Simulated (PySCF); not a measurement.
## Computed properties of CH3O3Re, SMILES [O]=[Re]([CH3])(=[O])=[O], multiplicity 1

CH3O3Re, SMILES [CH3][Re](=[O])(=[O])=[O], multiplicity 1. Geometry optimised at r2SCAN-D4/def2-SVP. The spin state was assumed, not searched. The isomer is the one that the SMILES or the coordinates give; other isomers of the formula were not compared. The def2 effective core potentials stand for the cores of Re; spin–orbit coupling is left out. Other conformers were not sampled. All values are computed for the isolated molecule unless a solvent is named; none is compared with measurement here.

**Structure.** The optimised structure has C3v symmetry. All 18 harmonic modes at r2SCAN-D4/def2-SVP (PySCF) are real, so it is a minimum. With heavy atoms numbered as in [Re:1](=[O:2])(=[O:3])(=[O:4])[CH3:5], the shortest bond between them is Re1–O4 at 1.710 Å and the longest Re1–C5 at 2.071 Å.

**Vibrations.** The strongest infrared lines (harmonic, unscaled, degenerate partners summed) lie at 1002 cm⁻¹ (297 km/mol, O 87 %, Re 12 %), 1395 cm⁻¹ (27 km/mol, H 95 %), 1029 cm⁻¹ (22 km/mol, O 98 %). The softest mode is at 191 cm⁻¹ and the zero-point energy is 28.5 kcal/mol.

**Electronic structure.** HF/def2-TZVP (PySCF) places the frontier levels at -13.37 and 0.56 eV, a gap of 13.93 eV, and gives a dipole moment of 3.86 D and a mean polarisability of 53.9 bohr³. PBE/def2-TZVP (PySCF) at the same geometry gives -8.01 and -3.75 eV, so its gap is 9.67 eV narrower. An orbital gap is neither the optical nor the fundamental gap.

**Excitations.** TDA-CAM-B3LYP/def2-SVPD (PySCF) has S1 at 4.55 eV (273 nm, f = 0.000, dark); the most intense of the 10 singlets computed lies at 6.53 eV (f = 0.03). Strengths of degenerate partners are summed. T1 (TDA) is at 4.11 eV, 0.44 eV under S1. TDA-PBE/def2-SVPD (PySCF) puts S1 at 4.43 eV. No vertical singlet excitation falls in the visible range (under 3.1 eV).
